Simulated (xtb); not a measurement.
Se(H)(Et) (C2H6Se), SMILES CC[SeH]. All values are semi-empirical tight-binding results from xtb (GFN2-xTB unless named), good for trends rather than for accurate numbers. Geometry optimised at GFN2-xTB. The values are those of a single conformer.

Optimised geometry:

```xyz
9

Se    -0.5585    -0.2165     0.5405
H     -1.4883    -0.0088    -0.5481
C      1.0501    -0.2455    -0.6091
C      1.2436     1.0449    -1.3777
H      0.9541    -1.1043    -1.2749
H      1.8755    -0.4249     0.0818
H      1.3195     1.8904    -0.6974
H      0.4092     1.2215    -2.0542
H      2.1584     0.9893    -1.9651
```

Computed properties:
```json
{
  "orbital_gap": "4.08 eV",
  "zero_point_energy": "44.4 kcal/mol",
  "G − E(el) at 298.15 K (modified RRHO)": "26.8 kcal/mol",
  "static polarisability (D4 model)": "54.3 bohr³",
  "solvation energy, GFN2-xTB/ALPB(water)": "-2.0 kcal/mol",
  "solvation energy, GFN2-xTB/ALPB(methanol)": "-3.9 kcal/mol"
}
```

### Question
Give the atomic charges and the Wiberg bond orders between heavy atoms. (The exact figures need the calculation; the answer reports its results.)

### Answer
charges (e) Se1 -0.28, H2 0.14, C3 -0.01, C4 -0.10, H5 0.05, H6 0.05, H7 0.05, H8 0.05, H9 0.04. Bond orders Se1–C3 1.01, C3–C4 1.03.
